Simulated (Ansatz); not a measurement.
Steps of a relaxation of `[CH]1=[CH][GaH]1` with RKS PBE0-D4/def2-TZVP.

```sh
$ ansatz run in.yaml --threads 2 --pin off --events-out ev --progress --plain --max-ram 4352MiB
```

```yaml
crystal:
  periodic: [false, false, false]
  atoms:
    - {symbol: C, position_ang: [-0.637360, -0.549264, -0.314090]}
    - {symbol: C, position_ang: [0.570637, -0.025544, -0.701448]}
    - {symbol: Ga, position_ang: [0.091854, 0.572773, 1.045686]}
    - {symbol: H, position_ang: [-1.340153, -1.230670, -0.833251]}
    - {symbol: H, position_ang: [1.156609, -0.148218, -1.633830]}
    - {symbol: H, position_ang: [0.200413, 1.316922, 2.390632]}
basis:
  gaussian: {orbitals: def2-TZVP}
hamiltonian: {xc: pbe0, dispersion: d4}
relax: {f_tol: 0.005, max_steps: 150}
```

Positions (Å) and forces (eV/Å) along the path, 4 of 4 steps:

```xyz
6
step=1 energy=-54489.3013 eV
C    -0.637   -0.549   -0.314    0.447    0.134   -0.261
C     0.571   -0.026   -0.701   -0.466   -0.261    0.032
Ga    0.092    0.573    1.046   -0.027   -0.188   -0.338
H    -1.340   -1.231   -0.833    0.408    0.371    0.253
H     1.157   -0.148   -1.634   -0.348    0.044    0.495
H     0.200    1.317    2.391   -0.015   -0.101   -0.183
6
step=2 energy=-54489.3254 eV
C    -0.632   -0.546   -0.313    0.156    0.071   -0.045
C     0.565   -0.027   -0.697   -0.156   -0.065    0.055
Ga    0.091    0.569    1.040   -0.015   -0.106   -0.191
H    -1.323   -1.219   -0.830    0.119    0.109    0.076
H     1.140   -0.151   -1.620   -0.101    0.014    0.146
H     0.199    1.309    2.375   -0.003   -0.023   -0.042
6
step=3 energy=-54489.3283 eV
C    -0.629   -0.544   -0.312   -0.009   -0.002    0.008
C     0.563   -0.027   -0.695    0.010    0.007    0.002
Ga    0.091    0.567    1.035    0.000   -0.001   -0.002
H    -1.316   -1.213   -0.828   -0.003   -0.003   -0.004
H     1.134   -0.151   -1.614    0.002   -0.001   -0.005
H     0.198    1.304    2.367    0.000    0.001    0.001
6
step=4 energy=-54489.3283 eV
C    -0.629   -0.544   -0.312   -0.002    0.000    0.001
C     0.563   -0.027   -0.695    0.002    0.001    0.000
Ga    0.091    0.567    1.035    0.000    0.000    0.000
H    -1.316   -1.213   -0.828    0.001    0.000   -0.001
H     1.134   -0.151   -1.614   -0.001   -0.001    0.000
H     0.198    1.304    2.368    0.000    0.000    0.000
```

Run time 11 s (2 threads of an Arm Neoverse V1 on a shared host); peak host memory 0.23 GiB.
